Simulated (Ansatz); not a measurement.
The cluster Hg₆Te₃Br₆. Charge 0, multiplicity 1. Geometry PBE-D4/def2-SVP; atoms count from 1.

```xyz
15

Hg    1.0269   -2.7021    2.1302
Hg   -2.3670    3.2289   -0.8223
Hg    3.0741    0.1830    0.1814
Hg   -0.0900    0.2667   -2.3945
Hg   -0.9344    0.5735    1.7311
Hg   -1.7682   -2.5901   -0.3419
Te    1.5072   -1.5165   -1.1951
Te   -3.0221    0.7825    0.0919
Te   -1.6554   -2.7712    2.3364
Br    3.5154   -2.8352    1.8991
Br   -1.9133    5.6023   -1.3416
Br    4.6930    1.7584    1.1803
Br   -1.9661   -2.5482   -2.8419
Br   -1.3105    2.0475   -3.6695
Br    1.2103    0.5205    3.0563
```

In the def2 sets Hg, Te take a core potential; there is no spin–orbit coupling. Single mean-field runs in def2-SVP are fitted with def2-universal-jkfit. Another isomer (singlet) lies 0.26 eV lower at PBE0-D4/def2-TZVP; other spin states weren't run for this one.

Question: Estimate the Mulliken populations from the PBE0/def2-SVP orbitals of Ansatz.

Answer: 
```json
{"atom": "Hg1", "charge (e)": "0.34", "d electrons": "9.98"}
{"atom": "Hg2", "charge (e)": "0.40", "d electrons": "9.97"}
{"atom": "Hg3", "charge (e)": "0.37", "d electrons": "9.97"}
{"atom": "Hg4", "charge (e)": "0.35", "d electrons": "9.97"}
{"atom": "Hg5", "charge (e)": "0.31", "d electrons": "9.97"}
{"atom": "Hg6", "charge (e)": "0.30", "d electrons": "9.97"}
{"atom": "Te7", "charge (e)": "-0.13", "d electrons": "–"}
{"atom": "Te8", "charge (e)": "-0.15", "d electrons": "–"}
{"atom": "Te9", "charge (e)": "-0.11", "d electrons": "–"}
{"atom": "Br10", "charge (e)": "-0.28", "d electrons": "–"}
{"atom": "Br11", "charge (e)": "-0.30", "d electrons": "–"}
{"atom": "Br12", "charge (e)": "-0.30", "d electrons": "–"}
{"atom": "Br13", "charge (e)": "-0.27", "d electrons": "–"}
{"atom": "Br14", "charge (e)": "-0.27", "d electrons": "–"}
{"atom": "Br15", "charge (e)": "-0.25", "d electrons": "–"}
```
Mulliken values depend strongly on the basis.

Question: And the Mayer bond orders between heavy atoms (over 0.3)?

Answer: Hg1–Te9 0.84 (2.69 Å); Hg1–Br10 0.79 (2.50 Å); Hg2–Te8 0.79 (2.69 Å); Hg2–Br11 0.88 (2.47 Å); Hg3–Te7 0.79 (2.69 Å); Hg3–Br12 0.89 (2.47 Å); Hg4–Te7 0.86 (2.68 Å); Hg4–Br14 0.77 (2.51 Å); Hg5–Te8 0.93 (2.66 Å); Hg5–Br15 0.73 (2.52 Å); Hg6–Te9 0.87 (2.69 Å); Hg6–Br13 0.78 (2.51 Å).
